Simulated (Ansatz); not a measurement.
A short molecular-dynamics run on CH$_{6}$N$_{2}$SSn.

```yaml
crystal:
  periodic: [false, false, false]
  atoms:
    - {symbol: N, position_ang: [-0.423555, 1.389827, 1.574377]}
    - {symbol: Sn, position_ang: [1.292883, 0.510121, 0.832858]}
    - {symbol: S, position_ang: [1.025763, 1.305792, -1.520899]}
    - {symbol: C, position_ang: [-0.527579, -1.693509, -0.886256]}
    - {symbol: N, position_ang: [-0.256623, -1.215086, 0.248111]}
    - {symbol: H, position_ang: [-0.940678, 1.990483, 0.944740]}
    - {symbol: H, position_ang: [-0.289697, 1.891674, 2.442434]}
    - {symbol: H, position_ang: [2.306688, 1.065244, -1.840031]}
    - {symbol: H, position_ang: [-1.320499, -2.425967, -1.044366]}
    - {symbol: H, position_ang: [0.043302, -1.337852, -1.743682]}
    - {symbol: H, position_ang: [-0.844504, -1.537629, 1.013212]}
basis:
  gaussian: {orbitals: def2-SVP}
hamiltonian: {xc: {name: revPBE}}
md: {timestep: 1 fs, n_steps: 20, ensemble: nve, temperature: 700, initial_velocities: maxwell_boltzmann, seed: 216}
```

```sh
$ ansatz run in.yaml --threads 4 --pin off --events-out ev --progress --plain --max-ram 10444MiB
```

```
step  time (fs)  potential energy (eV)  kinetic (eV)  T (K)  conserved (eV)
   0        0.0            -20773.9623        0.8143    700     -20773.1480
   1        1.0            -20773.9171        0.7735    665     -20773.1436
   2        2.0            -20773.8035        0.6667    573     -20773.1368
   3        3.0            -20773.7203        0.5825    501     -20773.1378
   4        4.0            -20773.6651        0.5263    452     -20773.1388
   5        5.0            -20773.6205        0.4822    415     -20773.1382
   6        6.0            -20773.5916        0.4543    390     -20773.1373
   7        7.0            -20773.5963        0.4612    396     -20773.1351
   8        8.0            -20773.6636        0.5266    453     -20773.1369
   9        9.0            -20773.7601        0.6159    529     -20773.1441
  10       10.0            -20773.7897        0.6465    556     -20773.1433
  11       11.0            -20773.7679        0.6327    544     -20773.1353
  12       12.0            -20773.7988        0.6610    568     -20773.1378
  13       13.0            -20773.8525        0.7081    609     -20773.1444
  14       14.0            -20773.8353        0.6914    594     -20773.1439
  15       15.0            -20773.7458        0.6060    521     -20773.1398
  16       16.0            -20773.6446        0.5091    438     -20773.1355
  17       17.0            -20773.5995        0.4662    401     -20773.1332
  18       18.0            -20773.6389        0.5013    431     -20773.1376
  19       19.0            -20773.6957        0.5508    474     -20773.1448
  20       20.0            -20773.6742        0.5318    457     -20773.1424
```

Velocities are drawn at the set temperature; a run this short doesn't reach equilibrium.

Frames (Å, forces in eV/Å):

```xyz
11
time=0.0 fs
N    -0.424    1.390    1.574   -0.379   -0.417    0.138
Sn    1.293    0.510    0.833    0.943   -0.232    0.363
S     1.026    1.306   -1.521   -0.509    0.313   -0.450
C    -0.528   -1.694   -0.886   -0.216   -0.428   -0.714
N    -0.257   -1.215    0.248    0.461    0.503    0.776
H    -0.941    1.990    0.945   -0.369    0.423   -0.398
H    -0.290    1.892    2.442    0.082    0.352    0.589
H     2.307    1.065   -1.840    0.503   -0.094   -0.131
H    -1.320   -2.426   -1.044   -0.478   -0.451   -0.152
H     0.043   -1.338   -1.744    0.324    0.214   -0.547
H    -0.845   -1.538    1.013   -0.363   -0.182    0.527
11
time=1.0 fs
N    -0.428    1.384    1.570    0.501   -0.709    2.014
Sn    1.294    0.511    0.833    1.021   -0.238    0.413
S     1.024    1.307   -1.519    0.097    0.196   -0.634
C    -0.533   -1.694   -0.884   -0.224   -0.702   -0.799
N    -0.251   -1.212    0.246   -0.562   -0.053    1.766
H    -0.919    1.974    0.954   -1.089    1.304   -1.248
H    -0.285    1.895    2.465   -0.098   -0.223   -0.462
H     2.320    1.037   -1.863   -0.111    0.030    0.042
H    -1.355   -2.418   -1.063   -0.007    0.024   -0.070
H     0.110   -1.359   -1.696    0.151    0.114   -0.831
H    -0.888   -1.526    1.013    0.322    0.257   -0.191
11
time=2.0 fs
N    -0.433    1.379    1.568    0.782   -0.606    2.896
Sn    1.294    0.511    0.832    1.092   -0.238    0.454
S     1.023    1.307   -1.518    0.609    0.076   -0.802
C    -0.540   -1.694   -0.883    0.087   -0.758   -1.067
N    -0.246   -1.209    0.245   -1.484   -0.507    2.350
H    -0.909    1.970    0.951   -1.254    1.571   -1.438
H    -0.281    1.896    2.483   -0.235   -0.581   -1.171
H     2.332    1.010   -1.885   -0.629    0.156    0.203
H    -1.389   -2.409   -1.083    0.448    0.427    0.024
H     0.179   -1.378   -1.656   -0.290   -0.103   -0.788
H    -0.929   -1.512    1.012    0.872    0.563   -0.661
11
time=3.0 fs
N    -0.437    1.372    1.567    0.312    0.072    2.436
Sn    1.295    0.511    0.832    1.152   -0.233    0.480
S     1.022    1.308   -1.517    0.946   -0.022   -0.925
C    -0.545   -1.695   -0.883    0.705   -0.609   -1.289
N    -0.243   -1.207    0.246   -2.151   -0.824    2.425
H    -0.910    1.981    0.934   -0.739    0.987   -0.755
H    -0.279    1.892    2.490   -0.296   -0.665   -1.404
H     2.339    0.984   -1.905   -0.968    0.258    0.324
H    -1.419   -2.396   -1.102    0.762    0.669    0.107
H     0.244   -1.399   -1.623   -0.883   -0.337   -0.597
H    -0.961   -1.492    1.004    1.160    0.705   -0.801
11
time=4.0 fs
N    -0.441    1.366    1.569   -0.452    0.833    1.177
Sn    1.296    0.512    0.832    1.189   -0.228    0.489
S     1.021    1.309   -1.516    1.086   -0.080   -0.986
C    -0.551   -1.697   -0.884    1.461   -0.331   -1.289
N    -0.240   -1.205    0.249   -2.498   -1.007    2.035
H    -0.918    2.001    0.910   -0.002    0.055    0.253
H    -0.280    1.882    2.483   -0.275   -0.492   -1.160
H     2.336    0.960   -1.922   -1.108    0.321    0.390
H    -1.442   -2.377   -1.120    0.885    0.735    0.161
H     0.301   -1.423   -1.596   -1.434   -0.506   -0.432
H    -0.983   -1.466    0.988    1.146    0.700   -0.636
11
time=5.0 fs
N    -0.445    1.360    1.571   -1.093    1.178   -0.297
Sn    1.297    0.512    0.832    1.198   -0.224    0.488
S     1.020    1.310   -1.516    1.029   -0.087   -0.981
C    -0.555   -1.699   -0.885    2.200    0.011   -1.026
N    -0.240   -1.204    0.253   -2.471   -1.064    1.259
H    -0.926    2.022    0.888    0.547   -0.698    1.031
H    -0.284    1.866    2.465   -0.171   -0.090   -0.474
H     2.322    0.939   -1.935   -1.051    0.331    0.395
H    -1.457   -2.351   -1.137    0.803    0.643    0.171
H     0.345   -1.452   -1.574   -1.802   -0.581   -0.365
H    -0.993   -1.433    0.966    0.811    0.580   -0.202
11
time=6.0 fs
N    -0.449    1.355    1.572   -1.480    1.023   -1.659
Sn    1.298    0.513    0.832    1.182   -0.222    0.482
S     1.020    1.310   -1.515    0.776   -0.030   -0.908
C    -0.558   -1.701   -0.888    2.807    0.363   -0.537
N    -0.241   -1.204    0.258   -2.056   -1.019    0.214
H    -0.929    2.036    0.877    0.797   -1.097    1.404
H    -0.289    1.850    2.443   -0.006    0.451    0.500
H     2.298    0.922   -1.945   -0.802    0.281    0.335
H    -1.463   -2.319   -1.152    0.531    0.429    0.131
H     0.371   -1.486   -1.554   -1.920   -0.568   -0.400
H    -0.995   -1.394    0.943    0.171    0.389    0.439
11
time=7.0 fs
N    -0.455    1.351    1.573   -1.566    0.603   -2.480
Sn    1.300    0.513    0.832    1.151   -0.224    0.478
S     1.020    1.311   -1.515    0.339    0.096   -0.766
C    -0.558   -1.703   -0.891    3.154    0.663    0.114
N    -0.243   -1.204    0.263   -1.409   -0.940   -0.857
H    -0.925    2.040    0.879    0.766   -1.130    1.368
H    -0.294    1.838    2.425    0.150    0.887    1.332
H     2.267    0.907   -1.951   -0.372    0.162    0.206
H    -1.465   -2.282   -1.166    0.124    0.152    0.049
H     0.379   -1.526   -1.539   -1.748   -0.482   -0.533
H    -0.996   -1.352    0.923   -0.590    0.213    1.089
11
time=8.0 fs
N    -0.462    1.348    1.572   -1.268    0.203   -2.208
Sn    1.301    0.513    0.832    1.116   -0.227    0.478
S     1.020    1.312   -1.516   -0.233    0.287   -0.567
C    -0.556   -1.704   -0.894    3.066    0.829    0.854
N    -0.247   -1.205    0.267   -0.924   -0.904   -1.552
H    -0.913    2.032    0.893    0.467   -0.773    0.922
H    -0.298    1.835    2.420    0.193    0.907    1.476
H     2.232    0.894   -1.956    0.189   -0.021    0.020
H    -1.465   -2.244   -1.179   -0.297   -0.098   -0.042
H     0.370   -1.570   -1.529   -1.257   -0.342   -0.765
H    -1.003   -1.308    0.914   -1.053    0.138    1.384
11
time=9.0 fs
N    -0.470    1.344    1.569   -0.576   -0.165   -0.763
Sn    1.302    0.514    0.832    1.080   -0.230    0.480
S     1.020    1.313   -1.516   -0.818    0.508   -0.351
C    -0.551   -1.705   -0.896    2.405    0.805    1.573
N    -0.251   -1.206    0.271   -0.943   -0.896   -1.578
H    -0.896    2.018    0.917   -0.085    0.003    0.074
H    -0.300    1.840    2.430    0.093    0.474    0.846
H     2.199    0.881   -1.960    0.764   -0.233   -0.185
H    -1.468   -2.208   -1.193   -0.566   -0.229   -0.086
H     0.349   -1.618   -1.526   -0.483   -0.182   -1.078
H    -1.019   -1.262    0.918   -0.871    0.144    1.068
11
time=10.0 fs
N    -0.478    1.340    1.566    0.282   -0.628    1.161
Sn    1.304    0.514    0.832    1.044   -0.232    0.483
S     1.020    1.314   -1.517   -1.224    0.686   -0.187
C    -0.544   -1.705   -0.897    1.280    0.610    2.086
N    -0.255   -1.208    0.273   -1.330   -0.813   -1.077
H    -0.881    2.003    0.941   -0.744    1.029   -0.965
H    -0.302    1.850    2.447   -0.068   -0.117   -0.072
H     2.173    0.865   -1.966    1.160   -0.402   -0.337
H    -1.477   -2.173   -1.208   -0.567   -0.203   -0.040
H     0.324   -1.667   -1.533    0.363   -0.053   -1.363
H    -1.044   -1.215    0.933   -0.195    0.123    0.311
11
time=11.0 fs
N    -0.486    1.336    1.564    0.829   -0.866    2.491
Sn    1.305    0.514    0.832    1.007   -0.234    0.480
S     1.019    1.315   -1.517   -1.280    0.738   -0.148
C    -0.536   -1.704   -0.896    0.143    0.325    2.133
N    -0.261   -1.211    0.274   -1.676   -0.607   -0.434
H    -0.872    1.999    0.957   -1.128    1.694   -1.599
H    -0.303    1.859    2.464   -0.200   -0.576   -0.793
H     2.159    0.846   -1.975    1.210   -0.447   -0.363
H    -1.491   -2.140   -1.223   -0.322   -0.069    0.092
H     0.301   -1.717   -1.554    0.887    0.024   -1.378
H    -1.071   -1.167    0.950    0.531    0.018   -0.481
11
time=12.0 fs
N    -0.493    1.331    1.563    0.710   -0.380    2.519
Sn    1.307    0.515    0.832    0.970   -0.235    0.469
S     1.018    1.316   -1.518   -0.969    0.633   -0.251
C    -0.528   -1.703   -0.894   -0.566   -0.006    1.553
N    -0.268   -1.214    0.276   -1.732   -0.321    0.095
H    -0.875    2.010    0.956   -0.922    1.387   -1.316
H    -0.307    1.862    2.473   -0.261   -0.790   -1.124
H     2.156    0.822   -1.988    0.896   -0.337   -0.244
H    -1.508   -2.108   -1.237    0.035    0.086    0.260
H     0.288   -1.767   -1.587    0.830    0.101   -0.924
H    -1.093   -1.119    0.963    1.008   -0.136   -1.039
11
time=13.0 fs
N    -0.500    1.326    1.564    0.129    0.566    1.516
Sn    1.309    0.515    0.833    0.927   -0.231    0.450
S     1.017    1.318   -1.519   -0.442    0.413   -0.442
C    -0.521   -1.702   -0.890   -0.838   -0.364    0.523
N    -0.276   -1.218    0.277   -1.460   -0.028    0.421
H    -0.886    2.035    0.944   -0.330    0.363   -0.408
H    -0.313    1.858    2.471   -0.245   -0.752   -1.042
H     2.161    0.795   -2.003    0.371   -0.117   -0.031
H    -1.525   -2.075   -1.248    0.367    0.196    0.405
H     0.282   -1.815   -1.630    0.365    0.238   -0.103
H    -1.105   -1.072    0.966    1.155   -0.285   -1.289
11
time=14.0 fs
N    -0.507    1.322    1.567   -0.480    1.278    0.153
Sn    1.311    0.515    0.833    0.873   -0.222    0.430
S     1.015    1.320   -1.519    0.103    0.160   -0.644
C    -0.514   -1.702   -0.886   -0.933   -0.693   -0.554
N    -0.285   -1.221    0.278   -0.895    0.204    0.504
H    -0.900    2.064    0.927    0.230   -0.659    0.469
H    -0.322    1.846    2.460   -0.157   -0.482   -0.572
H     2.170    0.767   -2.018   -0.170    0.135    0.195
H    -1.538   -2.040   -1.256    0.588    0.237    0.488
H     0.280   -1.862   -1.673   -0.135    0.421    0.763
H    -1.106   -1.027    0.956    0.975   -0.378   -1.231
11
time=15.0 fs
N    -0.514    1.318    1.569   -0.906    1.443   -1.182
Sn    1.313    0.515    0.833    0.802   -0.207    0.416
S     1.014    1.322   -1.520    0.531   -0.063   -0.801
C    -0.508   -1.702   -0.882   -1.018   -0.914   -1.362
N    -0.294   -1.224    0.280   -0.062    0.307    0.311
H    -0.912    2.086    0.915    0.567   -1.308    1.003
H    -0.332    1.830    2.443   -0.010   -0.038    0.205
H     2.178    0.740   -2.031   -0.594    0.351    0.379
H    -1.546   -2.003   -1.259    0.657    0.211    0.487
H     0.277   -1.904   -1.709   -0.443    0.587    1.428
H    -1.097   -0.987    0.935    0.476   -0.370   -0.884
11
time=16.0 fs
N    -0.522    1.315    1.570   -1.093    1.175   -2.202
Sn    1.315    0.515    0.834    0.718   -0.190    0.413
S     1.013    1.323   -1.522    0.788   -0.217   -0.889
C    -0.503   -1.702   -0.880   -1.116   -0.986   -1.771
N    -0.304   -1.227    0.282    0.979    0.235   -0.133
H    -0.919    2.095    0.912    0.670   -1.534    1.167
H    -0.342    1.814    2.428    0.148    0.421    1.029
H     2.179    0.717   -2.041   -0.849    0.498    0.493
H    -1.547   -1.964   -1.258    0.562    0.134    0.399
H     0.269   -1.941   -1.732   -0.520    0.689    1.804
H    -1.085   -0.950    0.906   -0.287   -0.225   -0.309
11
time=17.0 fs
N    -0.530    1.313    1.570   -0.975    0.747   -2.472
Sn    1.317    0.516    0.834    0.623   -0.172    0.420
S     1.012    1.325   -1.523    0.867   -0.289   -0.902
C    -0.499   -1.704   -0.879   -1.217   -0.904   -1.774
N    -0.313   -1.230    0.284    2.011    0.027   -0.633
H    -0.919    2.090    0.921    0.558   -1.344    0.978
H    -0.351    1.801    2.422    0.224    0.628    1.448
H     2.173    0.698   -2.046   -0.926    0.559    0.529
H    -1.543   -1.924   -1.252    0.315    0.028    0.231
H     0.256   -1.971   -1.737   -0.390    0.700    1.882
H    -1.074   -0.915    0.873   -1.091    0.020    0.292
11
time=18.0 fs
N    -0.540    1.312    1.569   -0.492    0.270   -1.675
Sn    1.319    0.516    0.834    0.522   -0.158    0.434
S     1.011    1.327   -1.525    0.772   -0.267   -0.838
C    -0.496   -1.706   -0.879   -1.359   -0.685   -1.400
N    -0.321   -1.233    0.286    2.613   -0.125   -0.837
H    -0.914    2.072    0.939    0.225   -0.701    0.422
H    -0.358    1.795    2.431    0.155    0.434    1.164
H     2.158    0.685   -2.046   -0.828    0.527    0.488
H    -1.536   -1.883   -1.244   -0.035   -0.083    0.005
H     0.240   -1.994   -1.724   -0.066    0.599    1.653
H    -1.075   -0.879    0.843   -1.507    0.189    0.586
11
time=19.0 fs
N    -0.549    1.311    1.566    0.288   -0.392   -0.052
Sn    1.321    0.516    0.835    0.415   -0.147    0.446
S     1.011    1.328   -1.527    0.509   -0.145   -0.695
C    -0.493   -1.709   -0.880   -1.641   -0.344   -0.697
N    -0.326   -1.236    0.287    2.486   -0.011   -0.561
H    -0.907    2.047    0.961   -0.303    0.377   -0.462
H    -0.363    1.792    2.451   -0.019   -0.009    0.383
H     2.134    0.677   -2.042   -0.562    0.395    0.367
H    -1.530   -1.843   -1.237   -0.387   -0.175   -0.239
H     0.223   -2.012   -1.696    0.455    0.365    1.105
H    -1.089   -0.842    0.819   -1.242    0.087    0.406
11
time=20.0 fs
N    -0.559    1.309    1.563    1.072   -1.143    1.616
Sn    1.323    0.516    0.835    0.305   -0.134    0.453
S     1.010    1.330   -1.530    0.098    0.078   -0.475
C    -0.493   -1.712   -0.882   -2.139    0.095    0.221
N    -0.331   -1.239    0.288    1.807    0.345   -0.023
H    -0.902    2.026    0.978   -0.834    1.515   -1.353
H    -0.368    1.790    2.474   -0.202   -0.422   -0.435
H     2.106    0.672   -2.034   -0.143    0.162    0.173
H    -1.527   -1.805   -1.231   -0.603   -0.238   -0.451
H     0.210   -2.026   -1.656    1.126    0.005    0.308
H    -1.116   -0.805    0.798   -0.486   -0.262   -0.035
```

Hardware: 4 threads of an Arm Neoverse V1 on a shared host. Wall time 29 s, peak host memory 0.17 GiB.
